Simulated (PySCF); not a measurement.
Geometry (Å), atoms numbered from 1 in this order:
```xyz
20

C    -0.4603    2.4997    0.5507
C    -1.1331    1.4860    0.0319
P    -0.4383    0.1555   -0.9874
C    -0.9249   -1.2707    0.0344
Si   -2.6906   -1.8881    0.2192
C     0.1918   -1.8647    0.5119
C     1.3941   -1.1404    0.2272
F     2.5756   -1.6156    0.6748
C     1.2850    0.0240   -0.4499
Si    2.7251    1.1015   -0.9970
H    -0.9577    3.2764    1.1098
H     0.6072    2.5934    0.4411
H    -2.2100    1.4112    0.1335
H    -3.5380   -1.1323   -0.7056
H    -3.1224   -1.6537    1.6008
H    -2.7390   -3.3174   -0.0931
H     0.2131   -2.7790    1.0835
H     2.1982    2.0751   -1.9563
H     3.2650    1.7822    0.1849
H     3.7541    0.2676   -1.6174
```

Rapidly exchanging positions averaged, gas phase, no relativistic terms, one conformer. PBE0/pcSseg-1 with gauge-including orbitals; GFN2-xTB structure; PySCF.

Referencing at the same level of theory: 13C (186.93 ppm) against TMS.

Question: Do the 13C shifts follow the atomic charges (in e)? Tabulate both.

Answer: 
```json
{"atoms": "C7", "hybridisation": "sp2", "δ (ppm)": "181.0", "σ para (ppm)": "-249", "Hirshfeld": "+0.09", "IAO": "+0.30", "Mulliken": "+0.38", "ESP-fitted": "+0.33"}
{"atoms": "C4", "hybridisation": "sp2", "δ (ppm)": "157.1", "σ para (ppm)": "-241", "Hirshfeld": "-0.14", "IAO": "-0.46", "Mulliken": "-0.67", "ESP-fitted": "-0.15"}
{"atoms": "C6", "hybridisation": "sp2", "δ (ppm)": "145.7", "σ para (ppm)": "-216", "Hirshfeld": "-0.06", "IAO": "-0.17", "Mulliken": "-0.03", "ESP-fitted": "-0.21"}
{"atoms": "C2", "hybridisation": "sp2", "δ (ppm)": "138.3", "σ para (ppm)": "-216", "Hirshfeld": "-0.09", "IAO": "-0.33", "Mulliken": "-0.43", "ESP-fitted": "-0.03"}
{"atoms": "C1", "hybridisation": "sp2", "δ (ppm)": "128.5", "σ para (ppm)": "-197", "Hirshfeld": "-0.09", "IAO": "-0.30", "Mulliken": "-0.13", "ESP-fitted": "-0.45"}
{"atoms": "C9", "hybridisation": "sp2", "δ (ppm)": "119.5", "σ para (ppm)": "-205", "Hirshfeld": "-0.18", "IAO": "-0.56", "Mulliken": "-0.80", "ESP-fitted": "-0.20"}
```

Correlation coefficients of δ with charge over these carbons: Hirshfeld +0.81, IAO +0.79, Mulliken +0.64, ESP-fitted +0.80; with the paramagnetic shielding -0.93. With so few points these coefficients are fragile. Charge is one influence among several: hybridisation and low-lying excitations act through the paramagnetic term.

Shifts are as computed. Against solution values, carbons near 30 ppm lie about +3 ppm off and those near 130 ppm about +5 ppm. Of 1211 compounds with measured shifts, 218 miss one by over three times the rms of a fit or turn the order of signals round; such compounds aren't used in these exercises.
